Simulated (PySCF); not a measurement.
## Dipole response of Ti⁺ (titanium, charge +1)

[Ar] 3d2 4s1, high-spin 4F determinant. Computed with PySCF 2.14 in def2-QZVPPD, with the non-relativistic Hamiltonian (point nucleus). Coupled (time-dependent) response in atomic units; α is the mean over directions.

```tsv
method	mean α (bohr³)	C₆ (like pair)	S(−4)
BHandHLYP	50.56	319.3	2273
```

S(−4) is the Cauchy moment in α(ω) = α(0) + S(−4) ω² + …

α(iu) at BHandHLYP:

```csv
u (hartree),α(iu) (bohr³)
0,50.56
0.0500,45.51
0.100,35.38
0.200,19.90
0.300,12.51
0.500,6.773
0.750,4.256
1.00,3.081
1.50,1.913
2.00,1.320
3.00,0.7364
5.00,0.3235
```

A single London oscillator, α(iu) = α/(1 + u²/ω²), gives C₆ = (3/4) ω α². Matching the computed C₆ needs ω = 4 × 319.3 / (3 × 50.56²) = 0.167 hartree.

For an ion, C₆ is the dispersion term alone; charge-induced terms of lower order in 1/R come first.
